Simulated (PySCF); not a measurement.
AlGeH5OSi, BClGeH3, C2H7GeN, ClGeH4NSi and others (calculated)

All values are calculated (PySCF 2.14.0). Calculation on a computer-drawn molecule: optimised geometry and harmonic frequencies of an isolated molecule of the commonest isotopes, restricted reference for singlets and unrestricted otherwise, frozen core in MP2; on germanium a core potential holds 10 electrons, which the energies leave out, and 3d is frozen in MP2 and coupled-cluster steps.

Common to all runs: multiplicity 1; basis and core potential on germanium cc-pVDZ-PP ECP10MDF.

```yaml
- entry: 1
  formula: AlGeH5OSi
  start_structure:
    atoms_angstrom:
      - [O, 1.9495, -3.9017, -1.0976]
      - [Al, 0.607, -3.1263, -1.1404]
      - [Ge, -1.5685, -2.0334, -1.1141]
      - [Si, -2.2721, 0.3039, -1.2769]
      - [H, -2.3128, -2.6177, 0.0172]
      - [H, -2.3405, -2.7363, -2.2871]
      - [H, -1.7384, 1.0597, -0.061]
      - [H, -1.8094, 0.8781, -2.5091]
      - [H, -3.7295, 0.3137, -1.2765]
  given:
    charge: 0
    method: HF
    basis: "cc-pV(D+d)Z"
    drawn_bonds_atom: [1, 2, 3, 3, 3, 4, 4, 4]
    drawn_bonds_other_atom: [2, 3, 4, 5, 6, 7, 8, 9]
    drawn_bonds_order: [2, 1, 1, 1, 1, 1, 1, 1]
  results:
    optimised_atom_element: [O, Al, Ge, Si, H, H, H, H, H]
    "optimised_atom_x [angstrom]": [2.012, 0.4892, -1.898, -2.148, -2.53, -2.557, -1.484, -1.512, -3.587]
    "optimised_atom_y [angstrom]": [-3.295, -2.897, -2.205, 0.1879, -2.763, -2.889, 0.7977, 0.6741, 0.5289]
    "optimised_atom_z [angstrom]": [-1.131, -1.135, -1.144, -1.263, 0.1357, -2.346, -0.09058, -2.507, -1.264]
    "modes_frequency [cm^-1]": [67.84, 89.47, 154.6, 182.0, 279.1, 326.7, 363.1, 528.2, 537.8, 702.2, 711.6, 934.2, 976.0, 1022, 1023, 1198, 2212, 2214, 2322, 2327, 2329]
    "modes_reduced_mass [dalton]": [7.291, 1.065, 6.934, 13.6, 19.99, 1.104, 10.38, 1.106, 1.109, 1.075, 1.077, 1.034, 1.085, 1.036, 1.038, 19.0, 1.024, 1.016, 1.018, 1.052, 1.052]
    "rotational_constants [GHz]": [5.211, 1.161, 0.9717]
    "total_energy [hartree]": -901.9933
    "convergence_status_largest_gradient_component [hartree/bohr]": 7.152e-06
- entry: 2
  formula: BClGeH3
  start_structure:
    atoms_angstrom:
      - [B, -0.8422, 2.091, -0.4759]
      - [Ge, -2.4337, 1.7817, 0.8607]
      - [Cl, -2.3789, 2.8106, 2.6639]
      - [H, -0.9711, 2.9792, -1.2518]
      - [H, 0.0894, 1.3651, -0.3627]
      - [H, -3.6708, 0.9131, 0.7586]
  given:
    charge: 1
    method: MP2
    basis: "cc-pV(D+d)Z"
    drawn_bonds_atom: [1, 2, 1, 1, 2]
    drawn_bonds_other_atom: [2, 3, 4, 5, 6]
    drawn_bonds_order: [1, 1, 1, 1, 1]
  results:
    optimised_atom_element: [B, Ge, Cl, H, H, H]
    "optimised_atom_x [angstrom]": [-0.8476, -2.435, -2.367, -0.9715, 0.09514, -3.682]
    "optimised_atom_y [angstrom]": [2.09, 1.778, 2.816, 2.988, 1.363, 0.9048]
    "optimised_atom_z [angstrom]": [-0.471, 0.8556, 2.659, -1.252, -0.3566, 0.7574]
    "modes_frequency [cm^-1]": [124.7, 180.4, 383.1, 481.0, 542.6, 680.4, 708.2, 911.4, 1135, 2245, 2686, 2832]
    "modes_reduced_mass [dalton]": [4.664, 1.048, 1.046, 11.05, 7.653, 1.22, 1.054, 1.315, 1.108, 1.022, 1.041, 1.137]
    "rotational_constants [GHz]": [13.78, 3.358, 2.768]
    "total_energy [hartree]": -779.3237
    "convergence_status_largest_gradient_component [hartree/bohr]": 2.212e-05
- entry: 3
  formula: C2H7GeN
  start_structure:
    atoms_angstrom:
      - [C, -0.9197, -1.0131, 0.5039]
      - ["N", 0.3322, -1.1409, 1.0665]
      - [Ge, 1.3841, -0.0523, 1.7297]
      - [C, 1.5328, 1.9593, 2.0961]
      - [H, -1.6621, -1.6264, 1.0499]
      - [H, -0.9441, -1.3671, -0.5441]
      - [H, -1.3094, -0.0292, 0.4554]
      - [H, 2.6172, -0.716, 2.1613]
      - [H, 2.3327, 2.3703, 1.5489]
      - [H, 0.5355, 2.4744, 1.7241]
      - [H, 1.5837, 2.1182, 3.1851]
  given:
    charge: 0
    method: HF
    basis: cc-pVDZ
    drawn_bonds_atom: [1, 2, 3, 1, 1, 1, 3, 4, 4, 4]
    drawn_bonds_other_atom: [2, 3, 4, 5, 6, 7, 8, 9, 10, 11]
    drawn_bonds_order: [1, 2, 1, 1, 1, 1, 1, 1, 1, 1]
  results:
    optimised_atom_element: [C, "N", Ge, C, H, H, H, H, H, H, H]
    "optimised_atom_x [angstrom]": [-0.8773, 0.4178, 1.51, 1.355, -1.656, -0.9332, -1.156, 2.82, 2.172, 0.4037, 1.428]
    "optimised_atom_y [angstrom]": [-0.8721, -1.207, -0.1282, 1.803, -1.431, -1.182, 0.1906, -0.7129, 2.304, 2.167, 2.046]
    "optimised_atom_z [angstrom]": [0.5447, 1.085, 1.761, 2.003, 1.074, -0.5043, 0.5845, 2.269, 1.479, 1.616, 3.065]
    "modes_frequency [cm^-1]": [93.71, 148.4, 167.0, 236.2, 324.3, 512.0, 609.4, 755.2, 797.3, 813.9, 928.9, 1210, 1229, 1309, 1373, 1550, 1554, 1556, 1587, 1602, 2275, 3105, 3172, 3185, 3192, 3271, 3297]
    "modes_reduced_mass [dalton]": [1.038, 2.793, 1.039, 4.178, 3.673, 1.049, 4.115, 1.187, 4.462, 1.203, 1.193, 1.305, 1.477, 5.496, 1.225, 1.088, 1.054, 1.107, 1.046, 1.065, 1.02, 1.046, 1.088, 1.033, 1.103, 1.103, 1.104]
    "rotational_constants [GHz]": [9.657, 3.26, 2.513]
    "total_energy [hartree]": -427.5694
    "convergence_status_largest_gradient_component [hartree/bohr]": 2.541e-05
- entry: 4
  formula: ClGeH4NSi
  start_structure:
    atoms_angstrom:
      - ["N", -2.3725, -2.5983, -0.9763]
      - [Si, -1.2468, -1.4978, -0.6311]
      - [Cl, 0.6338, -2.0684, -0.5497]
      - [Ge, -1.3627, 0.8214, -0.0195]
      - [H, -3.3542, -2.384, -1.0565]
      - [H, -2.2413, 1.0417, 1.1042]
      - [H, -2.0081, 1.6753, -1.1537]
      - [H, -0.0542, 1.4279, 0.2334]
  given:
    charge: 0
    method: HF
    basis: "cc-pV(D+d)Z"
    drawn_bonds_atom: [1, 2, 2, 1, 4, 4, 4]
    drawn_bonds_other_atom: [2, 3, 4, 5, 6, 7, 8]
    drawn_bonds_order: [2, 1, 1, 1, 1, 1, 1]
  results:
    optimised_atom_element: ["N", Si, Cl, Ge, H, H, H, H]
    "optimised_atom_x [angstrom]": [-2.325, -1.288, 0.5874, -1.412, -3.264, -2.814, -1.125, -0.3653]
    "optimised_atom_y [angstrom]": [-2.617, -1.445, -1.834, 0.8548, -2.515, 1.128, 1.738, 1.107]
    "optimised_atom_z [angstrom]": [-0.7045, -0.726, -1.455, -0.05202, -0.3648, 0.4868, -1.265, 1.031]
    "modes_frequency [cm^-1]": [66.02, 115.5, 215.5, 222.8, 371.6, 520.0, 522.1, 543.3, 636.0, 656.3, 878.6, 957.0, 959.9, 1244, 2243, 2245, 2251, 3832]
    "modes_reduced_mass [dalton]": [1.057, 8.764, 6.815, 6.158, 11.11, 1.149, 1.228, 1.871, 2.546, 1.104, 1.048, 1.019, 1.02, 7.871, 1.024, 1.024, 1.012, 1.079]
    "rotational_constants [GHz]": [4.191, 1.361, 1.041]
    "total_energy [hartree]": -1098.6110
    "convergence_status_largest_gradient_component [hartree/bohr]": 3.497e-05
- entry: 5
  formula: CH8B2Ge
  start_structure:
    atoms_angstrom:
      - [B, 0.0554, -1.3688, -1.812]
      - [B, 1.2513, -0.4965, -1.1168]
      - [C, 1.2375, -0.2033, 0.4118]
      - [Ge, 0.2826, 1.5638, 0.6923]
      - [H, -0.9541, -0.8622, -2.2632]
      - [H, 0.1108, -2.5427, -1.9784]
      - [H, 2.1583, -0.0682, -1.6785]
      - [H, 0.6634, -0.9214, 1.053]
      - [H, 2.1854, -0.0863, 0.9269]
      - [H, 0.9171, 2.6371, -0.0656]
      - [H, 0.2752, 1.9068, 2.1081]
      - [H, -1.1247, 1.4787, 0.2267]
  given:
    charge: 0
    method: HF
    basis: cc-pVDZ
    drawn_bonds_atom: [1, 2, 3, 1, 1, 2, 3, 3, 4, 4, 4]
    drawn_bonds_other_atom: [2, 3, 4, 5, 6, 7, 8, 9, 10, 11, 12]
    drawn_bonds_order: [1, 1, 1, 1, 1, 1, 1, 1, 1, 1, 1]
  results:
    optimised_atom_element: [B, B, C, Ge, H, H, H, H, H, H, H, H]
    "optimised_atom_x [angstrom]": [0.05107, 1.19, 1.167, 0.305, -0.9615, 0.2274, 2.076, 0.5995, 2.169, 1.057, 0.3305, -1.152]
    "optimised_atom_y [angstrom]": [-1.463, -0.5136, -0.1715, 1.596, -1.003, -2.642, -0.02332, -0.8719, -0.05489, 2.694, 1.919, 1.571]
    "optimised_atom_z [angstrom]": [-1.887, -1.074, 0.4559, 0.7348, -2.349, -2.057, -1.738, 1.075, 0.879, -0.02613, 2.232, 0.2582]
    "modes_frequency [cm^-1]": [61.82, 99.51, 184.5, 240.6, 328.4, 490.6, 551.7, 559.6, 607.7, 762.6, 811.1, 920.6, 934.6, 966.5, 967.8, 1000, 1033, 1123, 1138, 1234, 1312, 1551, 2213, 2216, 2234, 2621, 2652, 2708, 3183, 3240]
    "modes_reduced_mass [dalton]": [1.81, 1.398, 1.77, 2.216, 1.319, 1.095, 1.313, 1.39, 1.702, 2.237, 1.229, 1.062, 1.47, 1.029, 1.081, 1.348, 1.645, 1.326, 1.58, 1.235, 1.666, 1.135, 1.023, 1.023, 1.012, 1.084, 1.064, 1.12, 1.057, 1.106]
    "rotational_constants [GHz]": [11.73, 1.927, 1.799]
    "total_energy [hartree]": -385.2257
    "convergence_status_largest_gradient_component [hartree/bohr]": 4.179e-05
```
